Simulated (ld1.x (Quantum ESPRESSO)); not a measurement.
# An all-electron radial function and its pseudo partner (Pt)

Columns: radius, all-electron u(r) and pseudo u(r) of the 6s shell (level -22.13 eV) of platinum in the configuration [Kr] 4d10 4f14 5s2 5p6 5d8 6s0 6p0; PBE, scalar-relativistic, TM semilocal scheme, ld1.x (Quantum ESPRESSO) 7.5.

```json
{"r (bohr)": "0.095", "all-electron": "0.0671", "pseudo": "-0.0228"}
{"r (bohr)": "0.190", "all-electron": "0.0631", "pseudo": "-0.0455"}
{"r (bohr)": "0.285", "all-electron": "-0.2067", "pseudo": "-0.0679"}
{"r (bohr)": "0.380", "all-electron": "-0.1942", "pseudo": "-0.0899"}
{"r (bohr)": "0.475", "all-electron": "0.0016", "pseudo": "-0.1114"}
{"r (bohr)": "0.570", "all-electron": "0.2054", "pseudo": "-0.1325"}
{"r (bohr)": "0.665", "all-electron": "0.3334", "pseudo": "-0.1535"}
{"r (bohr)": "0.760", "all-electron": "0.3702", "pseudo": "-0.1750"}
{"r (bohr)": "0.855", "all-electron": "0.3317", "pseudo": "-0.1979"}
{"r (bohr)": "0.950", "all-electron": "0.2412", "pseudo": "-0.2232"}
{"r (bohr)": "1.045", "all-electron": "0.1214", "pseudo": "-0.2525"}
{"r (bohr)": "1.140", "all-electron": "-0.0104", "pseudo": "-0.2871"}
{"r (bohr)": "1.235", "all-electron": "-0.1418", "pseudo": "-0.3285"}
{"r (bohr)": "1.330", "all-electron": "-0.2648", "pseudo": "-0.3773"}
{"r (bohr)": "1.425", "all-electron": "-0.3750", "pseudo": "-0.4334"}
{"r (bohr)": "1.520", "all-electron": "-0.4699", "pseudo": "-0.4945"}
{"r (bohr)": "1.615", "all-electron": "-0.5491", "pseudo": "-0.5565"}
{"r (bohr)": "1.710", "all-electron": "-0.6127", "pseudo": "-0.6139"}
{"r (bohr)": "1.805", "all-electron": "-0.6618", "pseudo": "-0.6619"}
{"r (bohr)": "1.900", "all-electron": "-0.6977", "pseudo": "-0.6977"}
{"r (bohr)": "1.995", "all-electron": "-0.7217", "pseudo": "-0.7217"}
{"r (bohr)": "2.090", "all-electron": "-0.7353", "pseudo": "-0.7353"}
{"r (bohr)": "2.185", "all-electron": "-0.7400", "pseudo": "-0.7400"}
{"r (bohr)": "2.280", "all-electron": "-0.7370", "pseudo": "-0.7370"}
{"r (bohr)": "2.375", "all-electron": "-0.7278", "pseudo": "-0.7278"}
{"r (bohr)": "2.470", "all-electron": "-0.7133", "pseudo": "-0.7133"}
```

Problem. How many radial nodes do the two functions have?

Solution. The all-electron 6s function has n − l − 1 = 5 (the table is too coarse to show those close to the nucleus); the pseudo-wave has 0, since the states of the same l below it are removed with the core.

Problem. At about which radius was the pseudo-wave matched?

Solution. 1.90 bohr, where the columns begin to agree (steps of 0.10 bohr).

Problem. Is the pseudo-wave norm-conserving?

Solution. Yes: the TM semilocal scheme keeps the norm inside the radius equal to the all-electron one, which fixes the energy derivative of the logarithmic derivative at the level.
